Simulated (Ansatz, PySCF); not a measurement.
Process, species as SMILES: Nc1ccsc1 + 5 C (CH4) + S (H2S) -> 2 C=C (C2H4) [ethene] + CC (C2H6) [ethane] + CN (CH5N) [methanamine] + 2 CS (CH4S)
Structures are relaxed separately at B3LYP-D3(BJ)/def2-TZVP in Ansatz (an electronic-structure program), one conformer each, not searched for the lowest. Unstable Hartree-Fock reference: Nc1ccsc1.
Geometry of the first species:
```
C
C 1 1.3708
H 2 1.0775 1 127.81
N 1 1.3981 2 125.65 3 -3.22
H 4 1.0085 1 114.35 2 20.75
H 4 1.0088 5 110.89 1 -130.60
C 1 1.4293 2 111.87 3 -179.78
C 7 1.3628 1 112.78 2 -0.04
H 8 1.0773 7 127.72 1 179.98
H 7 1.0812 8 123.74 9 0.56
S 8 1.7145 9 120.41 7 179.60
```

Property: bond separation energy (enthalpy at 298 K, with B3LYP-D3(BJ) rigid-rotor harmonic-oscillator terms from PySCF), in eV. Cores are frozen in the correlated levels unless marked. No spin-orbit coupling. No relativistic terms. CBS(X,Y): correlation extrapolated as X^-3; Hartree-Fock from the larger set. [CCSD(T)-MP2]/basis is that difference in the basis named.

```tsv
level	program	bond separation energy (eV)	minus last row
HF/aug-cc-pV(D+d)Z	Ansatz	1.57	-0.65
PBE-D4/def2-TZVPD	Ansatz + dftd4	2.50	0.28
BLYP-D3(BJ)/def2-TZVPD	Ansatz + dftd3	2.29	0.07
BLYP/def2-TZVPD	Ansatz	2.23	0.01
revPBE-D3(BJ)/def2-TZVPD	Ansatz + dftd3	2.42	0.20
r2SCAN/def2-TZVPD	Ansatz	2.54	0.32
r2SCAN-D4/def2-TZVPD	Ansatz + dftd4	2.56	0.34
B3LYP-D4/def2-TZVPD	Ansatz + dftd4	2.29	0.07
PBE0-D3(BJ)/def2-TZVPD	Ansatz + dftd3	2.38	0.16
wB97X/def2-TZVPD	Ansatz	2.13	-0.09
B2PLYP-D4/def2-TZVPD	Ansatz + dftd4	2.36	0.14
RPA@PBE/cc-pV(Q+d)Z	Ansatz	2.07	-0.15
MP2/STO-3G	Ansatz	2.69	0.47
MP2/aug-cc-pV(D+d)Z	Ansatz	2.46	0.24
SCS-MP2/aug-cc-pV(T+d)Z	Ansatz	2.29	0.07
CCSD/STO-3G	Ansatz	2.13	-0.09
CCSD/aug-cc-pV(D+d)Z	Ansatz	1.90	-0.32
CCSD(T)/6-31G	Ansatz	1.77	-0.45
CCSD(T)/cc-pV(T+d)Z	Ansatz	2.20	-0.02
RI-MP2/CBS(cc-pV(T+d)Z,cc-pV(Q+d)Z)+[CCSD(T)-MP2]/cc-pV(D+d)Z	Ansatz	2.24	0.02
RI-MP2/CBS(cc-pV(T+d)Z,cc-pV(Q+d)Z)+[CCSD(T)-MP2]/cc-pV(T+d)Z	Ansatz	2.22	0.00
```
